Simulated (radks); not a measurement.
Question: The table gives one normalised radial function P(r) = r R(r) of Ce3+ in [Xe] 4f0.5 6p0.5 (r in bohr). Calculated with a radial shooting solver on a logarithmic mesh with Libxc functionals: non-relativistic Kohn-Sham, PBEsol, spin-polarised, spherical densities, point nucleus; open shells are filled with parallel spins first (spin-orbit coupling, left out, can overturn this in heavy ions); relativity is left out, which matters for an element this heavy.

r,P
0.001584,0.0386
0.002147,0.0506
0.00291,0.0655
0.003944,0.0833
0.005303,0.1028
0.007187,0.1232
0.00974,0.1403
0.0132,0.1471
0.01789,0.1340
0.02425,0.0896
0.03286,0.0066
0.04453,-0.1067
0.06036,-0.2118
0.0818,-0.2368
0.11,-0.1175
0.149,0.1358
0.202,0.3430
0.2738,0.2489
0.371,-0.1734
0.5028,-0.5170
0.6815,-0.2991
0.9236,0.3868
1.252,0.9118
1.696,0.8698
2.299,0.4679
3.091,0.1463
4.189,0.0228
5.677,0.0015
7.694,0.0000
10.43,0.0000

Which n and l does it have? It may be an empty orbital.

Answer: n = 5, l = 0: the number of nodes gives n - l - 1 = 4, the rise at small r (about r^(l+1)) gives l, and the extent must fit the shell. The curve is that of 5s down; the table hardly tells the two spins apart. 5s down: eigenvalue -63.448 eV, 4 radial nodes at r = 0.0335, 0.128, 0.332, 0.787 bohr, <r> = 1.55 bohr, 90 % of the charge inside 2.20 bohr.
